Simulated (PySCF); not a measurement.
A PySCF script (with the pyscf-properties extension) for the NMR shieldings of `C#C[Si@H](C[SiH3])n1cccc1`, C7H11NSi2, on a GFN2-xTB geometry:

```python
import basis_set_exchange as bse
import numpy as np
from pyscf import gto, dft
from pyscf.prop import nmr

atoms = """
C     0.894840    3.609313   -1.003884
C     0.308494    2.563097   -0.919396
Si   -0.585782    0.947158   -0.760856
C    -1.657423    0.924227    0.806755
Si   -2.333556   -0.792965    1.279096
N     0.657786   -0.280776   -0.617749
C     1.701431   -0.255909    0.266156
C     2.399997   -1.420905    0.178031
C     1.757503   -2.209832   -0.805145
C     0.701900   -1.484094   -1.265382
H     1.410811    4.523133   -1.084422
H    -1.322069    0.644197   -1.990090
H    -1.069767    1.306099    1.642820
H    -2.485802    1.620589    0.680520
H    -3.109483   -0.670558    2.517360
H    -1.227907   -1.728802    1.482886
H    -3.208301   -1.275827    0.206458
H     1.866241    0.605195    0.884047
H     3.271172   -1.690628    0.742853
H     2.051130   -3.190505   -1.125899
H    -0.030133   -1.725263   -2.010980
"""
names = dict.fromkeys(["C", "Si", "N", "H"], "pcSseg-1")
basis = {el: gto.basis.parse(bse.get_basis(n, elements=[el], fmt="nwchem")) for el, n in names.items()}
mol = gto.M(atom=atoms, basis=basis, charge=0, verbose=0)
mf = dft.RKS(mol, xc="PBE0")
mf.grids.level = 2
mf.grids.alignment = dft.numint.BLKSIZE   # the property module wants whole blocks of grid points
mf.conv_tol = 1e-9
mf.kernel()

calc = nmr.RKS(mf)   # GIAO
C = mf.mo_coeff
Co = C[:, mf.mo_occ > 0]
resp = mf.gen_response(singlet=True, hermi=2)
def vind(x):   # induced exchange potential for any number of trial vectors
    d = np.einsum("pi,xij,qj->xpq", C, 2 * x.reshape(-1, C.shape[1], Co.shape[1]), Co, optimize=True)
    return np.einsum("xpq,pi,qj->xij", resp(d - d.transpose(0, 2, 1)), C, Co, optimize=True).ravel()
mo1, _ = nmr.rhf.solve_mo1(calc, with_cphf=vind)
sigma = calc.kernel(mo1)
for i, s in enumerate(sigma):   # ppm
    w = np.linalg.eigvalsh((s + s.T) / 2)
    print("%2d %-2s iso %8.1f  s11 %8.1f  s22 %8.1f  s33 %8.1f" % (i, mol.atom_pure_symbol(i), w.mean(), *w))
```

Q: Give the expected output.

A: 
```
 0 C  iso     82.8  s11     -1.8  s22      5.8  s33    244.4
 1 C  iso     98.4  s11     -0.8  s22      5.4  s33    290.6
 2 Si iso    382.0  s11    349.5  s22    388.3  s33    408.2
 3 C  iso    189.1  s11    179.4  s22    188.0  s33    200.0
 4 Si iso    426.8  s11    405.1  s22    411.5  s33    463.7
 5 N  iso     88.6  s11      8.9  s22     52.1  s33    204.8
 6 C  iso     61.4  s11    -19.8  s22     63.0  s33    141.2
 7 C  iso     67.6  s11    -17.1  s22     58.1  s33    161.8
 8 C  iso     70.2  s11    -12.1  s22     60.6  s33    162.2
 9 C  iso     60.7  s11    -21.2  s22     68.7  s33    134.7
10 H  iso     29.6  s11     24.3  s22     24.7  s33     39.8
11 H  iso     26.4  s11     23.0  s22     24.8  s33     31.4
12 H  iso     31.2  s11     26.8  s22     29.5  s33     37.5
13 H  iso     31.7  s11     26.3  s22     29.0  s33     39.9
14 H  iso     27.8  s11     24.0  s22     25.2  s33     34.3
15 H  iso     28.7  s11     23.5  s22     30.5  s33     32.0
16 H  iso     27.9  s11     24.6  s22     26.0  s33     33.3
17 H  iso     24.8  s11     21.0  s22     25.2  s33     28.3
18 H  iso     25.0  s11     22.5  s22     25.3  s33     27.2
19 H  iso     25.2  s11     22.7  s22     25.4  s33     27.5
20 H  iso     25.1  s11     21.7  s22     25.5  s33     28.0
```

These numbers come from an equivalent density-fitted implementation of the same equations, which agrees with the script to about 0.01 ppm for H and up to a few tenths of a ppm for heavy atoms, so last digits may differ.

Size and cost of the density-fitted run: 239 basis functions, 63 s wall time on 1 thread of an Arm Neoverse V1, shared host; peak memory 1.1 GiB.
